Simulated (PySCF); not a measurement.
C3H9B, charge +1, doublet, geometry from GFN2-xTB (a state made from the parent by changing its charge; the spin is typed, not shown lowest). Base run: MP2/6-31G in PySCF.

The PySCF input:
```python
from pyscf import gto, scf, mp

mol = gto.Mole()
mol.atom = '''
    B    -0.056476    0.055172   -0.053643
    C     1.514119   -0.137915   -0.226172
    H     2.027557   -0.855002    0.405588
    H     1.941044    0.848532   -0.034247
    H     1.655295   -0.431612   -1.268203
    C    -0.492035   -0.769523    1.236312
    H    -1.342356   -1.375379    0.917082
    H    -0.798085   -0.013843    1.962574
    H     0.233452   -1.419850    1.713489
    C    -0.976054    0.864609   -0.965494
    H    -1.853923    1.283592   -0.467070
    H    -1.363510    0.232707   -1.769887
    H    -0.493276    1.711972   -1.458981
'''
mol.basis = '6-31g'
mol.charge = 1
mol.spin = 1
mol.verbose = 3
mol.build()

mf = scf.UHF(mol)
mf.kernel()

pt = mp.MP2(mf, frozen=4)
pt.kernel()
print('E(MP2) = %.10f' % pt.e_tot)
mf.analyze()
```

Each row names what was changed in the base input (with any setting that the change needs).

```tsv
change	basis functions	E (Eh)	MP2 correlation (Eh)	SCF-reference HOMO (eV)
base	54	-143.45642	-0.31545	-18.50
basis = STO-3G	29	-141.72367	-0.18870	-18.12
basis = pcseg-0	54	-143.10853	-0.31729	-18.65
basis = 3-21G	54	-142.71798	-0.31475	-18.54
basis = def2-SV(P)	74	-143.50358	-0.44219	-18.83
basis = 6-31G*	74	-143.64249	-0.45126	-18.71
basis = 6-31+G*	90	-143.64591	-0.45408	-18.72
basis = def2-SVP	101	-143.59360	-0.50066	-18.76
basis = pc-1	101	[?]	[?]	[?]
basis = pcseg-1	101	-143.65445	-0.49807	-18.73
basis = 6-31G**	101	[?]	[?]	[?]
basis = cc-pVDZ	101	[?]	[?]	[?]
basis = 6-311G**	[?]	[?]	[?]	[?]
```

Problem. Fill in the missing entries.

Solution. 
- basis = pc-1, E (Eh): -143.65672
- basis = pc-1, MP2 correlation (Eh): -0.49836
- basis = pc-1, SCF-reference HOMO (eV): -18.74
- basis = 6-31G**, E (Eh): -143.71219
- basis = 6-31G**, MP2 correlation (Eh): -0.50330
- basis = 6-31G**, SCF-reference HOMO (eV): -18.68
- basis = cc-pVDZ, E (Eh): -143.70551
- basis = cc-pVDZ, MP2 correlation (Eh): -0.49859
- basis = cc-pVDZ, SCF-reference HOMO (eV): -18.62
- basis = 6-311G**, basis functions: 126
- basis = 6-311G**, E (Eh): -143.76071
- basis = 6-311G**, MP2 correlation (Eh): -0.52780
- basis = 6-311G**, SCF-reference HOMO (eV): -18.67

Totals compare only among sets that treat the same electrons; sets with core potentials leave the core out.

Open shells are given as the SCF converged; they aren't shown to be the lowest states, and a large step between rows can be another state.
